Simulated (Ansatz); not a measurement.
## Worked example: C2H6GeO2 → C2H3O+ + GeH3O + e⁻

Species: C2H6GeO2 `CC(=O)[O][GeH3]`, singlet; C2H3O+ `CC#[O+]`, singlet; GeH3O `[O][GeH3]`, doublet. 

Shapes, held fixed at every level: PBE0-D4/def2-TZVP. Flexible molecules stand in one conformer, not always the lowest. Programs: Ansatz 0.2.0. Electronic energies: no zero-point or thermal term.

At CCSD(T)/def2-TZVPP; 1 Eh = 27.2114 eV:

```
 species   energy (Eh)
C2H6GeO2  -2305.579228
  C2H3O+   -152.689335
   GeH3O  -2152.456594
```

**Question.** Work out ΔE of the reaction at this level.

**Answer.** 
1. Products less reactants: (-152.689335) + (-2152.456594) − [(-2305.579228)] = 0.433299 Eh = +11.79 eV.

Other levels give +10.00 (HF/def2-TZVPP) to +12.73 eV (SPW92/def2-TZVPP). No measured value is set beside it here. Open shells run unrestricted unless RO is named. Relativity is left out for Ge unless named. Correlated rows may include outer-core shells of Ge, which these sets cover unevenly. The onset seen in experiment also holds zero-point changes and kinetic shifts.
